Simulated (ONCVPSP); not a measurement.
Before and after: ONCV potential for zirconium

* Element: zirconium
* Generator: ONCVPSP 4.0.1
* Type: optimised norm-conserving Vanderbilt (ONCV)
* Functional: PBE
* Relativity: scalar-relativistic
* Frozen core: [Ar] 3d10
* Valence charge: 12
* Reference configuration: 4s2 4p6 4d2 5s2
* Partial waves: 4s+5s: rc 2.30 bohr, ncon 4, nbas 8, qcut 6.7 1/bohr, 2 projectors; 4p: rc 2.10 bohr, ncon 4, nbas 9, qcut 6.3 1/bohr, 2 projectors, debl 2.9 Ha; 4d: rc 2.05 bohr, ncon 4, nbas 8, qcut 4.3 1/bohr, local
* Local potential: the d channel
* Core correction: polynomial model core, fcfact 0.55

All-electron outer shells of the reference configuration (PBE, scalar-relativistic, ld1.x):

```tsv
shell	level (eV)	outermost node (bohr)	outermost maximum (bohr)
3d	-174.71	–	0.35
4s	-54.50	0.55	1.08
4p	-32.46	0.56	1.17
5s	-4.44	1.47	3.15
4d	-3.60	0.58	1.59
```

Change: p: qcut 9.

Cutoffs: the cutoffs (Ha) at which the residual kinetic energy of the hardest occupied pseudo-wave falls to 1 and 0.1 mHa per electron; they do not see the model core or the augmentation charge, which bear on the density cutoff. Errors are all-electron minus pseudo energies relative to the spin-unpolarised reference configuration.

Problem. How do hardness, ghosts and transferability respond?

Solution. The potential gets neither clearly harder nor softer (29 Ha and 54 Ha → 29 Ha and 54 Ha); the d channel sets the loose cutoff, while the largest relative change is in p, which becomes harder; of the 4 tests that both files solve, the error grows in 1 and shrinks in 0 by more than 15 % and 0.3 meV (median size 6.3 → 7.0 meV); neither file shows a bound ghost.

| quantity | base | changed |
| --- | --- | --- |
| cutoff, loose | 29 Ha | 29 Ha |
| cutoff, tight | 54 Ha | 54 Ha |
| loose cutoff by channel | s 11 Ha, p 10 Ha, d 29 Ha | s 11 Ha, p 14 Ha, d 29 Ha |
| bound ghosts | none | none |
| GHOST(+) flags under 300 eV | none | none |
| error for 4s2 4p6 4d2 5s1, meV [ΔE 7.14 eV] | -2.2 | -2.3 |
| error for 4s2 4p6 4d2 5s0, meV [ΔE 20.08 eV] | -10 | -11 |
| error for 4s2 4p6 4d1 5s0, meV [ΔE 42.70 eV] | -2.2 | -3.6 |
| error for 4s2 4p6 4d3 5s0, meV [ΔE 7.52 eV] | -10 | -10 |
| s: phases at 2.33 bohr within 0.05 rad from the reference energy up to (Ha; the scan ends near 5) | 3.4 | 3.4 |
| p: phases at 2.13 bohr within 0.05 rad from the reference energy up to (Ha; the scan ends near 5) | to the end of the scan | to the end of the scan |
| d: phases at 2.08 bohr within 0.05 rad from the reference energy up to (Ha; the scan ends near 5) | 1.5 | 1.5 |
| rms error of d²Exc/dni dnj with the model core, mHa | 1.67 | 1.70 |
